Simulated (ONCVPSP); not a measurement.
**An all-electron radial function and its pseudo partner (phosphorus (P))**

Columns: radius, all-electron u(r) and pseudo u(r) of the 3p shell (level -5.51 eV) of phosphorus in the configuration [Ne] 3s2 3p3; PBE, scalar-relativistic, ONCV scheme, ONCVPSP 4.0.1.

```
r (bohr)  all-electron  pseudo
   0.075       -0.0879  0.0030
   0.150       -0.2075  0.0118
   0.225       -0.2795  0.0265
   0.300       -0.2959  0.0470
   0.375       -0.2680  0.0729
   0.450       -0.2097  0.1036
   0.525       -0.1332  0.1385
   0.600       -0.0476  0.1772
   0.675        0.0407  0.2190
   0.750        0.1273  0.2633
   0.825        0.2096  0.3091
   0.900        0.2857  0.3555
   0.975        0.3547  0.4011
   1.050        0.4164  0.4451
   1.125        0.4708  0.4868
   1.200        0.5182  0.5258
   1.275        0.5587  0.5615
   1.350        0.5925  0.5932
   1.425        0.6201  0.6201
   1.500        0.6418  0.6418
   1.575        0.6581  0.6581
   1.650        0.6696  0.6696
   1.725        0.6768  0.6768
   1.800        0.6801  0.6801
   1.875        0.6800  0.6800
   1.950        0.6770  0.6770
```

Question: How many radial nodes do the two functions have?

Answer: The all-electron 3p function has n − l − 1 = 1; the pseudo-wave has 0, since the states of the same l below it are removed with the core.

Question: At about which radius was the pseudo-wave matched?

Answer: 1.50 bohr, where the columns begin to agree (steps of 0.07 bohr).

Question: Is the pseudo-wave norm-conserving?

Answer: Yes: the ONCV scheme keeps the norm inside the radius equal to the all-electron one, which fixes the energy derivative of the logarithmic derivative at the level.
